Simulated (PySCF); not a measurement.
CH₅MgNO. Atoms are numbered in the order given.

```xyz
9

Mg     0.4105     0.1666     0.5095
O     -0.6714    -0.2723    -0.8286
C     -1.5078    -0.6121    -1.8709
H     -2.3033     0.1448    -2.0327
H     -0.9612    -0.7103    -2.8320
H     -2.0213    -1.5805    -1.6963
N      1.5601     0.6331     1.9322
H      1.9855    -0.0053     2.6007
H      1.8716     1.5707     2.1758
```

Geometry optimised at B3LYP-D3(BJ)/def2-SVP. Other conformers were not sampled.

These are IEF-PCM-M06-2X/def2-SVP run with PySCF values and carry that method's errors.

The values are the electrostatic part of the solvation free energy, E(continuum) − E(gas) at the gas-phase geometry, in a cavity of scaled van der Waals radii (PySCF's table); cavitation and dispersion terms are not included. A continuum can't describe solvent molecules that bind to the metal. In vacuum the orbital gap is 7.29 eV. The dipole moment in vacuum is 0.83 D.

Computed values in water (ε = 78.36), N,N-dimethylformamide (ε = 37.22), methanol (ε = 32.61):
```json
[
 {"solvent": "water", "ε": "78.36", "ΔG(elec) (kcal/mol)": "-9.9", "dipole (D)": "0.86", "gap (eV)": "7.68"},
 {"solvent": "N,N-dimethylformamide", "ε": "37.22", "ΔG(elec) (kcal/mol)": "-9.7", "dipole (D)": "0.86", "gap (eV)": "7.68"},
 {"solvent": "methanol", "ε": "32.61", "ΔG(elec) (kcal/mol)": "-9.7", "dipole (D)": "0.86", "gap (eV)": "7.67"}
]
```
